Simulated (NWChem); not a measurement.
C2H6F2Si; SMILES CC(F)(F)[SiH3]

Program: NWChem. Pople sets run with spherical d functions. Geometry: optimised at B3LYP/6-31G* (spherical d). Gas phase, vertical.

LDA (Slater exchange, VWN5)/6-31+G*, full TDDFT puts singlet state 2 at 7.25 eV with oscillator strength 0.213.

Question: Give the wavelength, the transition dipole and the radiative lifetime of that state in vacuum.

Answer: 
1. λ = 1239.84/7.25 = 171 nm, or 58480 cm⁻¹.
2. f = (2/3) ΔE μ² in atomic units, so μ = √(1.5 f/ΔE) = 1.10 a.u. = 2.78 D.
3. τ = 1.499 s cm⁻² / (f ν²) = 2.1 ns, for a non-degenerate state that emits at the vertical energy; a higher state like this one mostly decays faster by other paths.
